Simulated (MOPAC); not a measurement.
MOPAC input (PM6):

```
PM6 1SCF CHARGE=-1 GEO-OK AUX(PRECISION=9) THREADS=1
ClSr

Sr   -0.00000000 1   -0.00000000 1   -0.80322820 1
Cl    0.00000000 1    0.00000000 1    1.79545126 1
```

### Question
What heat of formation does the run end on, and which ionisation energy by Koopmans theorem?

### Answer
-56.79 kcal/mol; 1.04 eV.
